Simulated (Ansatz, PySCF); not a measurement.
Pair of molecules: C2H2 (SMILES C#C) (first 4 atoms) with C2H6O (SMILES COC); geometry from B3LYP-D3(BJ)/def2-TZVP, rigid monomers moved along the line of their centres of mass till H4···O6 is 1.91 Å.
(charge 0, multiplicity 1):
```json
[
 {"atom": "C", "x (Å)": "0.5363", "y (Å)": "0.0417", "z (Å)": "-0.2194"},
 {"atom": "C", "x (Å)": "0.0530", "y (Å)": "0.0058", "z (Å)": "0.8766"},
 {"atom": "H", "x (Å)": "0.9640", "y (Å)": "0.0733", "z (Å)": "-1.1915"},
 {"atom": "H", "x (Å)": "-0.3742", "y (Å)": "-0.0248", "z (Å)": "1.8575"},
 {"atom": "C", "x (Å)": "-0.4398", "y (Å)": "1.3633", "z (Å)": "4.1506"},
 {"atom": "O", "x (Å)": "-0.7171", "y (Å)": "0.0407", "z (Å)": "3.7349"},
 {"atom": "C", "x (Å)": "0.1409", "y (Å)": "-0.9093", "z (Å)": "4.3354"},
 {"atom": "H", "x (Å)": "0.5839", "y (Å)": "1.6572", "z (Å)": "3.8875"},
 {"atom": "H", "x (Å)": "-0.5695", "y (Å)": "1.4720", "z (Å)": "5.2341"},
 {"atom": "H", "x (Å)": "-1.1422", "y (Å)": "2.0189", "z (Å)": "3.6388"},
 {"atom": "H", "x (Å)": "1.1902", "y (Å)": "-0.7155", "z (Å)": "4.0806"},
 {"atom": "H", "x (Å)": "-0.1435", "y (Å)": "-1.8894", "z (Å)": "3.9565"},
 {"atom": "H", "x (Å)": "0.0366", "y (Å)": "-0.9010", "z (Å)": "5.4271"}
]
```

Counterpoise-corrected where a basis set is named; no monomer relaxation. Rows marked so take none.

Cores are frozen in the correlated methods. Rows in 3-21G, 6-31G*, STO-3G carry no dispersion term and start afresh at each structure (6-31G* with six Cartesian d functions). MP2/6-31G* freezes PySCF's default core.

Run with Ansatz (Gaussian basis) for Hartree–Fock, density functionals and correlated methods; PySCF for 3-21G rows, 6-31G* rows, STO-3G rows, the dispersion terms. Each number belongs to the level named beside it.

Other levels give for the interaction energy: PBE/def2-TZVPPD -7.6; B3LYP/def2-TZVPPD -4.8; B3LYP-D3(BJ)/def2-TZVPPD -12.8; wB97M-V/def2-TZVPPD -11.3; CCSD(T)/aug-cc-pVDZ -8.0 kJ/mol.

Q: What do these common cheap choices give for the same quantity: HF/STO-3G (no counterpoise), HF/3-21G (no counterpoise), HF/6-31G*, HF/6-31G* (no counterpoise), BP86/6-31G* (no counterpoise), B3LYP/6-31G*, MP2/6-31G*, MP2/6-31G* (no counterpoise)?

A: HF/STO-3G (no counterpoise) -10.3; HF/3-21G (no counterpoise) -28.6; HF/6-31G* -1.5; HF/6-31G* (no counterpoise) -6.4; BP86/6-31G* (no counterpoise) -11.5; B3LYP/6-31G* -5.8; MP2/6-31G* -5.9; MP2/6-31G* (no counterpoise) -16.4 kJ/mol. They span -28.6 to -1.5 kJ/mol.

Ansatz is a quantum-chemistry and plane-wave program.
